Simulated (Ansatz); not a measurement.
Series CuX2: ωB97X-V/def2-TZVP single points in Ansatz on relaxed structures, gas phase. HOMO and LUMO are taken over both spins. Binding counts from free atoms in the multiplicity of their measured ground term, without zero-point energy. Names give formal oxidation states. The structures are stationary points that may keep the symmetry of their start. Remarks come from the PBE and PBE0 runs and from stability tests at other levels; not every state was tested. HOMO above LUMO (over both spins in singlets and doublets, within one spin in higher multiplets; at PBE or PBE0), or a gap under 0.15 eV within one spin, warns that the state may not be the lowest or that an electron is smeared out.

| species | atoms | state | geometry | HOMO (eV) | LUMO (eV) | gap (eV) | binding per atom (eV) | point group (within 0.1 Å) | remarks |
| --- | --- | --- | --- | --- | --- | --- | --- | --- | --- |
| CuF2 | 3 | doublet | PBE-D4/def2-TZVP | -12.59 | -3.73 | 8.85 | 2.57 | D∞h | near-degenerate levels, gap within one spin near zero |
| CuCl2 | 3 | doublet | r2SCAN-D4/def2-TZVP | -11.29 | -4.27 | 7.02 | 2.02 | D∞h | near-degenerate levels, HOMO above LUMO, gap within one spin near zero |
| Cu(SH)2 (CuH2S2) | 5 | doublet | PBE0-D4/def2-TZVP | -8.95 | -3.13 | 5.82 | 2.53 | C2h | – |
| CuMe2 (C2H6Cu) | 9 | doublet | r2SCAN-D4/def2-TZVP | -8.86 | -2.24 | 6.62 | 3.32 | – | HOMO above LUMO, gap within one spin near zero |

Q: Estimate the rows for Cu(NH2)2 (CuN2H4) (doublet, r2SCAN-D4/def2-TZVP geometry).

A: 
```csv
species,atoms,state,geometry,HOMO (eV),LUMO (eV),gap (eV),binding per atom (eV),point group (within 0.1 Å)
Cu(NH2)2 (CuN2H4),7,doublet,r2SCAN-D4/def2-TZVP,-8.23,-0.90,7.33,3.01,D2h
```

The gap (eV) runs from 5.82 (Cu(SH)2) to 8.85 (CuF2).
